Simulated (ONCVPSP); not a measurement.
**beryllium: one change to an ONCV potential, before and after**

ONCVPSP 4.0.1 input, shortened (lines: element, Z, core and valence counts, functional; n l f; lmax; l rc ep ncon nbas qcut; lloc lpopt rc5 dvloc0; l nproj debl; icmod fcfact rcfact), LDA (Perdew-Wang 92), scalar-relativistic:

```
  Be 4.00    1    1  -001012      upf
    1    0    2.00
    2    0    1.50
    2
    0    2.15    0.00    4    8    3.10
    1    2.30    0.44    4    8    3.70
    2    1.85    0.30    4    7    4.40
    4    5    1.75    4.00
    0    1    0.70
    1    2    1.30
    2    2    2.40
    1    0.45    0.00
```

In the p channel the program set the typed energies aside and used 0.050, 1.350 Ha.

All-electron outer shells of the reference configuration (LDA (PZ), scalar-relativistic, ld1.x):

| shell | level (eV) | outermost node (bohr) | outermost maximum (bohr) |
| --- | --- | --- | --- |
| 1s | -110.27 | – | 0.27 |
| 2s | -9.47 | 0.60 | 1.97 |

Change: p: rc 1.6; local potential polynomial inside 1.60 bohr (lpopt 5, dvloc0 4 Ha).

Cutoffs: the cutoffs (Ha) at which the residual kinetic energy of the hardest occupied pseudo-wave falls to 1 and 0.1 mHa per electron; they do not see the model core or the augmentation charge, which bear on the density cutoff. Errors are all-electron minus pseudo energies relative to the spin-unpolarised reference configuration.

**Question.** What does the change do?

**Answer.** The potential gets neither clearly harder nor softer (4.4 Ha and 21 Ha → 4.4 Ha and 21 Ha); of the 4 tests that both files solve, the error grows in 1 and shrinks in 1 by more than 15 % and 0.3 meV (median size 2.5 → 2.2 meV); neither file shows a bound ghost.

```tsv
quantity	base	changed
cutoff, loose	4.4 Ha	4.4 Ha
cutoff, tight	21 Ha	21 Ha
bound ghosts	none	none
GHOST(+) flags under 300 eV	none	none
error for 2s2, meV [ΔE -3.75 eV]	+0.6	+0.8
error for 2s1, meV [ΔE 5.76 eV]	+0.2	+0.4
error for 2s1 2p1, meV [ΔE -0.23 eV]	+4.5	+3.7
error for 2s0 2p2, meV [ΔE 3.32 eV]	+5.4	+10
s: phases at 2.18 bohr within 0.05 rad from the reference energy up to (Ha; the scan ends near 5)	1.3	1.1
d: phases at 1.88 bohr within 0.05 rad from the reference energy up to (Ha; the scan ends near 5)	to the end of the scan	to the end of the scan
rms error of d²Exc/dni dnj with the model core, mHa	0.30	0.30
```

Base: The cutoffs count occupied waves only; projector 2 of the p channel, the hardest unoccupied one, needs 15 Ha at the loose tolerance. Changed file: The cutoffs count occupied waves only; projector 2 of the p channel, the hardest unoccupied one, needs 14 Ha at the loose tolerance.
